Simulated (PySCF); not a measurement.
AlClH4O3Si, SMILES Cl[SiH2][O][Al]([OH])[OH].

Geometry optimised at B3LYP-D3(BJ)/def2-SVP. The structure was generated by enumeration; whether it is a known compound was not checked. Other conformers were not sampled.

The numbers are results of B3LYP-D3(BJ)/def2-SVP in PySCF 2.14.0, not measurements.

Frequencies are harmonic and unscaled.

```json
[
 {"mode": "1", "ν (cm⁻¹)": "8", "IR (km/mol)": "1.7", "Raman (Å⁴/amu)": "0.6", "depolarisation": "0.75", "moving atoms (share of kinetic energy)": "O 57 %, Cl 33 %"},
 {"mode": "2", "ν (cm⁻¹)": "26", "IR (km/mol)": "0.3", "Raman (Å⁴/amu)": "0.6", "depolarisation": "0.75", "moving atoms (share of kinetic energy)": "O 48 %, Cl 36 %"},
 {"mode": "3", "ν (cm⁻¹)": "57", "IR (km/mol)": "2.0", "Raman (Å⁴/amu)": "0.3", "depolarisation": "0.75", "moving atoms (share of kinetic energy)": "O 48 %, Si 25 %, H 21 %"},
 {"mode": "4", "ν (cm⁻¹)": "219", "IR (km/mol)": "33.4", "Raman (Å⁴/amu)": "1.8", "depolarisation": "0.67", "moving atoms (share of kinetic energy)": "O 62 %, H 21 %, Al 9 %, Si 8 %"},
 {"mode": "5", "ν (cm⁻¹)": "227", "IR (km/mol)": "19.3", "Raman (Å⁴/amu)": "1.1", "depolarisation": "0.74", "moving atoms (share of kinetic energy)": "O 40 %, Al 31 %, Cl 13 %, Si 9 %"},
 {"mode": "6", "ν (cm⁻¹)": "258", "IR (km/mol)": "12.5", "Raman (Å⁴/amu)": "1.0", "depolarisation": "0.73", "moving atoms (share of kinetic energy)": "O 58 %, Al 27 %, H 12 %"},
 {"mode": "7", "ν (cm⁻¹)": "318", "IR (km/mol)": "18.5", "Raman (Å⁴/amu)": "1.6", "depolarisation": "0.74", "moving atoms (share of kinetic energy)": "H 51 %, O 25 %, Al 12 %"},
 {"mode": "8", "ν (cm⁻¹)": "337", "IR (km/mol)": "267.4", "Raman (Å⁴/amu)": "0.2", "depolarisation": "0.69", "moving atoms (share of kinetic energy)": "H 44 %, O 32 %, Al 16 %"},
 {"mode": "9", "ν (cm⁻¹)": "354", "IR (km/mol)": "10.5", "Raman (Å⁴/amu)": "1.2", "depolarisation": "0.75", "moving atoms (share of kinetic energy)": "H 83 %, O 14 %"},
 {"mode": "10", "ν (cm⁻¹)": "509", "IR (km/mol)": "51.4", "Raman (Å⁴/amu)": "11.4", "depolarisation": "0.05", "moving atoms (share of kinetic energy)": "Si 39 %, Cl 29 %, O 16 %, H 9 %"},
 {"mode": "11", "ν (cm⁻¹)": "551", "IR (km/mol)": "122.3", "Raman (Å⁴/amu)": "4.3", "depolarisation": "0.54", "moving atoms (share of kinetic energy)": "H 33 %, O 27 %, Si 25 %, Cl 13 %"},
 {"mode": "12", "ν (cm⁻¹)": "586", "IR (km/mol)": "100.2", "Raman (Å⁴/amu)": "2.1", "depolarisation": "0.48", "moving atoms (share of kinetic energy)": "H 79 %, O 15 %"},
 {"mode": "13", "ν (cm⁻¹)": "607", "IR (km/mol)": "187.7", "Raman (Å⁴/amu)": "5.0", "depolarisation": "0.31", "moving atoms (share of kinetic energy)": "H 48 %, O 37 %"},
 {"mode": "14", "ν (cm⁻¹)": "641", "IR (km/mol)": "52.9", "Raman (Å⁴/amu)": "8.6", "depolarisation": "0.72", "moving atoms (share of kinetic energy)": "H 79 %, Si 14 %"},
 {"mode": "15", "ν (cm⁻¹)": "734", "IR (km/mol)": "30.9", "Raman (Å⁴/amu)": "13.0", "depolarisation": "0.74", "moving atoms (share of kinetic energy)": "H 90 %"},
 {"mode": "16", "ν (cm⁻¹)": "840", "IR (km/mol)": "88.8", "Raman (Å⁴/amu)": "5.9", "depolarisation": "0.37", "moving atoms (share of kinetic energy)": "O 48 %, Al 31 %, H 18 %"},
 {"mode": "17", "ν (cm⁻¹)": "925", "IR (km/mol)": "294.9", "Raman (Å⁴/amu)": "14.1", "depolarisation": "0.70", "moving atoms (share of kinetic energy)": "H 78 %, Si 14 %"},
 {"mode": "18", "ν (cm⁻¹)": "969", "IR (km/mol)": "142.8", "Raman (Å⁴/amu)": "2.4", "depolarisation": "0.74", "moving atoms (share of kinetic energy)": "Al 48 %, O 42 %, H 9 %"},
 {"mode": "19", "ν (cm⁻¹)": "984", "IR (km/mol)": "132.9", "Raman (Å⁴/amu)": "13.5", "depolarisation": "0.75", "moving atoms (share of kinetic energy)": "H 90 %"},
 {"mode": "20", "ν (cm⁻¹)": "1102", "IR (km/mol)": "489.2", "Raman (Å⁴/amu)": "1.3", "depolarisation": "0.25", "moving atoms (share of kinetic energy)": "O 74 %, Al 12 %, Si 11 %"},
 {"mode": "21", "ν (cm⁻¹)": "2259", "IR (km/mol)": "100.9", "Raman (Å⁴/amu)": "191.8", "depolarisation": "0.08", "moving atoms (share of kinetic energy)": "H 98 %"},
 {"mode": "22", "ν (cm⁻¹)": "2262", "IR (km/mol)": "150.7", "Raman (Å⁴/amu)": "91.6", "depolarisation": "0.63", "moving atoms (share of kinetic energy)": "H 96 %"},
 {"mode": "23", "ν (cm⁻¹)": "3926", "IR (km/mol)": "116.9", "Raman (Å⁴/amu)": "103.8", "depolarisation": "0.36", "moving atoms (share of kinetic energy)": "H 94 %"},
 {"mode": "24", "ν (cm⁻¹)": "3929", "IR (km/mol)": "79.1", "Raman (Å⁴/amu)": "114.0", "depolarisation": "0.20", "moving atoms (share of kinetic energy)": "H 94 %"}
]
```
